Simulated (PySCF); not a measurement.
**Assigning NMR signals**

Bonds (- single, = double, # triple, : aromatic): B1-C2, C2-B3, C2-C4, C4:C5, C5:C6, C6:C7, C7:C8, C8:C9, C9:C4. B1 carries H10, H11; C2 carries H12; B3 carries H13, H14; C5 carries H15; C6 carries H16; C7 carries H17; C8 carries H18; C9 carries H19.

All values are calculated (PySCF): shieldings: GIAO HF/pcSseg-1, geometry: PBE0-D3(BJ)/def2-SVP. Relativity neglected, a single conformation, one averaged value for each set of equivalent atoms, in vacuum.

δ = σ(ref) − σ, references computed at the same level: TMS for ¹³C (σ = 190.85 ppm), ¹H (σ = 31.69 ppm).

Task: Assign these signals to the numbered atoms. ¹³C{¹H} NMR (computed): δ 155.2 (C), 137.4 (CH), 132.9 (CH), 131.2 (CH), 71.2 (CH).

Result: 
| δ (ppm) | atoms | environment | reason |
| --- | --- | --- | --- |
| 155.2 | C4 | substituted aromatic carbon | – |
| 137.4 | C6/C8 | aromatic CH | the aromatic region |
| 132.9 | C5/C9 | aromatic CH | – |
| 131.2 | C7 | aromatic CH | – |
| 71.2 | C2 | sp3 CH bonded to 2 B, on an aromatic ring | – |

C5/C9 and C7 lie closer than the usual error of such a calculation, so a measured spectrum could show them in the other order.

Task: Assign these signals to the numbered atoms. ¹H NMR (500 MHz, computed): δ 7.57 (m, 2H), 7.35 (d, 2H), 7.33 (t, 1H), 7.15 (br, 4H), 4.16 (quint, 1H).

Result: 
| δ (ppm) | atoms | environment | reason |
| --- | --- | --- | --- |
| 7.57 | H16/H18 | hydrogen on an aromatic CH | the ring current deshields protons in the ring plane |
| 7.35 | H15/H19 | hydrogen on an aromatic CH | – |
| 7.33 | H17 | hydrogen on an aromatic CH | – |
| 7.15 | H10/H11/H13/H14 | hydrogen on a boron bonded to C | – |
| 4.16 | H12 | hydrogen on an sp3 CH bonded to 2 B, on an aromatic ring | – |

H15/H19 and H17 lie closer than the usual error of such a calculation, so a measured spectrum could show them in the other order.

Hydrogens on boron are broadened and split by ¹¹B (spin 3/2, 80 %) and 10B (spin 3). A carbon bonded to boron is broadened by the quadrupolar boron nucleus and is often missing from a measured spectrum. Shifts are as computed. Against solution values, carbons near 30 ppm lie about -0 ppm off and those near 130 ppm about +7 ppm. Of 1309 compounds with measured shifts, 239 miss one by over three times the rms of a fit or turn the order of signals round; such compounds aren't used in these exercises. Multiplicities follow the n + 1 count of equivalent neighbours, as no J values were calculated; m marks all less simple cases, F and P coupling included.
